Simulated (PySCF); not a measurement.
PySCF 2.14 output of an unrestricted PBE0 calculation on a single atom or ion in aug-cc-pwCVDZ-PP with ECP28MDF, with scalar relativity through the core potential:

```
SCF conv_tol = 1e-09
number electrons alpha = 13  beta = 11
    C. Adamo and V. Barone.,  J. Chem. Phys. 110, 6158 (1999)
    M. Ernzerhof and G. E. Scuseria.,  J. Chem. Phys. 110, 5029 (1999)
cycle= 1 E= -294.887302702222  delta_E= -0.00623  |g|= 0.0144  |ddm|= 0.578
cycle= 2 E= -294.887435971086  delta_E= -0.000133  |g|= 0.00672  |ddm|= 0.0908
cycle= 3 E= -294.887449439879  delta_E= -1.35e-05  |g|= 0.00243  |ddm|= 0.0231
cycle= 4 E= -294.887450742269  delta_E= -1.3e-06  |g|= 0.000224  |ddm|= 0.00494
cycle= 5 E= -294.887450798231  delta_E= -5.6e-08  |g|= 1.05e-05  |ddm|= 0.00186
cycle= 6 E= -294.887450798317  delta_E= -8.58e-11  |g|= 5.58e-07  |ddm|= 6.74e-05
converged SCF energy = -294.887450798317  <S^2> = 2.002991  2S+1 = 3.0019933
```

The run itself started from symmetry-adapted Hartree-Fock orbitals and held the occupation by maximum overlap, on a logarithmic radial grid, so the iterations belong to that start.

Which element, charge and spin multiplicity is this?

I⁺ (iodine, charge +1), multiplicity 3; the state was [Kr] 4d10 5s1 5p5, high-spin 3P determinant (an excited configuration).

Energies and moments cover only the electrons outside the core potential.
